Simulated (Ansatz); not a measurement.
Geometry optimisation, Ansatz, RKS PBE/def2-SVP.

Input:

```yaml
crystal:
  periodic: [false, false, false]
  atoms:
    - { symbol: Ta, position_ang: [-0.046919, 0.01989, 0.025972] }
    - { symbol: O, position_ang: [1.962168, 0.067598, -0.117544] }
    - { symbol: H, position_ang: [2.400843, 0.551622, 0.606843] }
    - { symbol: "N", position_ang: [-0.103297, 0.078164, 2.077532] }
    - { symbol: H, position_ang: [0.001199, -0.769916, 2.654165] }
    - { symbol: H, position_ang: [-0.095666, 0.887204, 2.711722] }
    - { symbol: "N", position_ang: [0.14367, -0.116132, -2.00344] }
    - { symbol: H, position_ang: [-0.581989, -0.355169, -2.692186] }
    - { symbol: H, position_ang: [1.034328, 0.024043, -2.496917] }
    - { symbol: "N", position_ang: [-0.980009, 1.786194, 0.035537] }
    - { symbol: H, position_ang: [-1.61005, 2.112333, 0.774617] }
    - { symbol: H, position_ang: [-1.034455, 2.403165, -0.779629] }
    - { symbol: "N", position_ang: [-1.267513, -1.56541, -0.013564] }
    - { symbol: H, position_ang: [-1.942159, -1.781592, 0.726629] }
    - { symbol: H, position_ang: [-1.208371, -2.337948, -0.682641] }
    - { symbol: Cl, position_ang: [1.64474, -2.945966, 1.402837] }
    - { symbol: H, position_ang: [2.207379, -1.963978, 0.683968] }
basis:
  gaussian: { orbitals: def2-SVP }
hamiltonian:
  xc: pbe
relax:
  f_tol: 0.03
  max_steps: 50
```

Run as:

```bash
$ ansatz run input.yaml --threads 4 --pin off --max-ram 5120MiB --backend cpu --events-out ev --progress --plain --runs-dir out
```

**Question.** Where does it end, and by what steps?

**Answer.** It converged. After 47 steps the energy has fallen by 1.078 eV; H17 moved furthest, 1.57 Å. Parted: Cl16–H17 (1.34 → 2.73 Å). Joined: Ta1–Cl16 (3.68 → 2.46 Å), O2–H17 (2.20 → 0.98 Å).

```tsv
step	energy less start (eV)	largest force component (eV/Å)	accepted
0	0.0000	0.517	yes
2	-0.1711	0.351	yes
4	-0.1993	0.264	yes
6	-0.2169	0.101	yes
8	-0.2270	0.314	yes
10	-0.2391	0.131	yes
12	-0.2428	0.358	yes
14	-0.2561	0.102	yes
16	-0.2730	0.276	yes
18	-0.2855	0.737	no
20	-0.3059	0.163	yes
22	-0.3194	0.199	yes
24	-0.3408	0.522	yes
26	-0.3863	0.391	yes
28	-0.5730	0.868	yes
30	-0.7984	1.619	yes
32	-0.8535	0.449	yes
34	-0.8858	0.158	yes
36	-0.9101	0.457	yes
38	-0.9452	0.784	yes
40	-1.0136	0.603	yes
42	-1.0611	0.448	yes
44	-1.0752	0.101	yes
46	-1.0783	0.035	yes
47	-1.0785	0.030	yes
```

```xyz
17
Properties=species:S:1:pos:R:3
Ta -0.077 -0.502 0.065
O 2.205 0.270 0.213
H 1.878 0.363 1.185
N 0.416 0.114 2.044
H 0.472 -0.618 2.763
H 0.061 0.976 2.473
N 0.477 -0.303 -1.844
H -0.040 -0.713 -2.628
H 1.302 0.202 -2.183
N -1.044 1.257 0.042
H -1.472 1.735 0.842
H -1.177 1.822 -0.804
N -1.749 -1.569 -0.079
H -2.694 -1.188 -0.177
H -1.774 -2.587 0.045
Cl 1.008 -2.609 0.731
H 2.731 -0.556 0.226
```

Whether the end is a true minimum wasn't checked by a vibrational analysis.

Run time: 2.1 min on 4 threads of AMD EPYC 7B13 (Zen 3), on a shared host, peak memory 0.29 GiB.
